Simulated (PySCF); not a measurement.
# Two-dimensional NMR puzzle

Compound of formula C7H11ClN2. Correlations simulated from computed shifts and the bond graph:

HSQC (one-bond C–H):
```
  δH     δC
6.09  108.5
3.63   37.2
2.48   32.7
1.44   26.6
0.73   13.8
```

COSY cross peaks (H two or three bonds apart, from the bond graph; peaks can be absent where the dihedral angle is near 90°):
```
  δH    δH
2.48  1.44
1.44  0.73
```

HMBC (two and three bonds, from the bond graph):
```
  δH                        δC
6.09        154.7, 135.1, 32.7
3.63                     135.1
2.48  154.7, 108.5, 26.6, 13.8
1.44         154.7, 32.7, 13.8
0.73                32.7, 26.6
```

Carbons without hydrogens: δ 154.7, 135.1.

Theory: PBE0/pcSseg-1 with gauge-including orbitals, PBE0-D3(BJ)/def2-SVP geometry, in PySCF 2.14.0 with density-fitted response routines (a single conformation, equivalent nuclei averaged, relativity neglected, no solvent).

Chemical shifts δ = σref − σ; TMS for 1H (σref 31.27), 13C (σref 184.41), all at this level.

Exchangeable hydrogens are left out of these lists.

Q: Assemble the structure.

A: `CCCc1cc(Cl)n(C)n1`.

Atoms are numbered as in `[CH3:1][CH2:2][CH2:3][c:4]1[cH:5][c:6]([Cl:7])[n:8]([CH3:9])[n:10]1` (H(Xn): hydrogen on atom n).

δC 154.7 is C4, a substituted aromatic carbon next to a ring nitrogen. δC 135.1 is C6, an aromatic carbon bearing chlorine. δC 108.5 is C5, an aromatic CH (δH 6.09). δC 37.2 is C9, a methyl carbon bonded to N (δH 3.63). δC 32.7 is C3, an sp3 CH2 on an aromatic ring (δH 2.48). δC 26.6 is C2, an sp3 CH2 (δH 1.44). δC 13.8 is C1, a methyl carbon (δH 0.73). HMBC from δH 6.09 reaches the proton-free carbons C4, C6. HMBC from δH 3.63 reaches the proton-free carbon C6. HMBC from δH 2.48 reaches the proton-free carbon C4. HMBC from δH 1.44 reaches the proton-free carbon C4. COSY links 2.48–1.44, 1.44–0.73.

The data come from this structure; uniqueness wasn't tested.

Carbons that carry Cl, above all several Cl atoms, come out too deshielded, partly because spin–orbit coupling is missing. Shifts are as computed. Against solution values, carbons near 30 ppm lie about +2 ppm off and those near 130 ppm about +5 ppm; carbons on Cl a further +5 ppm. Of 1211 compounds with measured shifts, 218 miss one by over three times the rms of a fit or turn the order of signals round; such compounds aren't used in these exercises.
